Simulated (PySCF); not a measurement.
H6HfN2S2, SMILES [SH][Hf]([NH2])([NH2])[SH], multiplicity 1.

Geometry optimised at PBE0-D3(BJ)/def2-SVP. The multiplicity is an assumed one; other spin states were not compared. The def2 effective core potentials stand for the cores of Hf; spin–orbit coupling is left out. One conformer was computed; it need not be the lowest.

Vertical ionisation energy (IE) and electron affinity (EA) in eV. Rows of orbital energies are one-electron estimates. Where ΔSCF, EOM or ADC give a negative EA the extra electron is unbound and the value depends on the basis.

| level | IE | EA |
|---|---|---|
| −ε(HOMO), −ε(LUMO), HF/def2-TZVP (PySCF) | 9.93 | -1.99 |
| −ε(HOMO), −ε(LUMO), PBE/def2-TZVP (PySCF) | ___ | ___ |

### Question
Complete the blanks. (The exact figures need the calculation; the answer reports its results.)

### Answer

- −ε(HOMO), −ε(LUMO), PBE/def2-TZVP (PySCF), IE: 6.00
- −ε(HOMO), −ε(LUMO), PBE/def2-TZVP (PySCF), EA: 1.74
